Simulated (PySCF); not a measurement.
trichloro(fluoromethyl)silane (CH₂Cl₃FSi), SMILES FC[Si](Cl)(Cl)Cl.

Geometry: B3LYP-D3(BJ)/def2-SVP. The values are those of a single conformer.

These are B3LYP/def2-TZVP (PySCF) values and carry that method's errors.

Symmetry labels are those of the subgroup Cs that the program uses (full group Cs).

Computed valence orbital energies around the gap with their symmetry:
| orbital | symmetry | energy (eV) |
|---|---|---|
| HOMO−7 | A' | -10.54 |
| HOMO−6 | A" | -10.29 |
| HOMO−5 | A' | -10.02 |
| HOMO−4 | A" | -10.01 |
| HOMO−3 | A' | -9.50 |
| HOMO−2 | A" | -9.41 |
| HOMO−1 | A" | -9.12 |
| HOMO | A' | -8.92 |
| LUMO | A' | -0.60 |
| LUMO+1 | A' | -0.25 |
| LUMO+2 | A" | 0.43 |
| LUMO+3 | A' | 0.91 |
